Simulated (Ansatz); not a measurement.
Geometry optimisation, RKS PBE0/def2-SVP in Ansatz.

input.yaml

```yaml
crystal:
  periodic: [false, false, false]
  atoms:
    - { symbol: Ga, position_ang: [0.0, 0.0, 0.0] }
    - { symbol: Cl, position_ang: [1.5475, 0.0, 1.8865] }
    - { symbol: H, position_ang: [1.7697, 0.0, 0.0287] }
    - { symbol: H, position_ang: [-1.3596, 0.0, -0.785] }
basis:
  gaussian: { orbitals: def2-SVP }
hamiltonian:
  xc: pbe0
relax:
  f_tol: 0.15
  max_steps: 25
  restrain:
    - { distance: [1, 2], at: 1.37, k: 30.0 }
    - { distance: [0, 1], at: 3.44, k: 30.0 }
    - { distance: [0, 2], at: 2.77, k: 30.0 }
output:
  orbitals: {}
```

Command:

```bash
$ ansatz run input.yaml --threads 1 --pin off --max-ram 2048MiB --backend cpu --events-out ev --progress --plain --runs-dir out
```

Question: Where does it end, and by what steps?

Answer: It converged. The restraints hold the end off the free minimum. After 8 steps the energy has fallen by 0.941 eV (the restraints' own energy left out); Ga1 moved furthest, 0.97 Å. Parted: Ga1–Cl2, Ga1–H3. Joined: Cl2–H3.

```
step  energy less start (eV)  largest force component (eV/Å)  accepted
   0                  0.0000                           3.678       yes
   1                  1.1714                           6.712       yes
   2                  1.9474                           8.901       yes
   3                  1.0688                           8.146       yes
   4                 -0.3333                           3.134       yes
   5                 -0.8475                           0.924       yes
   6                 -0.8898                           1.225       yes
   7                 -0.9271                           1.049       yes
   8                 -0.9411                           1.076       yes
```

```xyz
4
Properties=species:S:1:pos:R:3
Ga -0.164 0.000 -0.954
Cl 1.758 0.000 1.900
H 2.117 0.000 0.615
H -1.753 0.000 -0.430
```

The run took 8.3 s on 1 thread of Intel(R) Xeon(R) 6975P-C (Granite Rapids), on a shared host, peak memory 0.13 GiB.
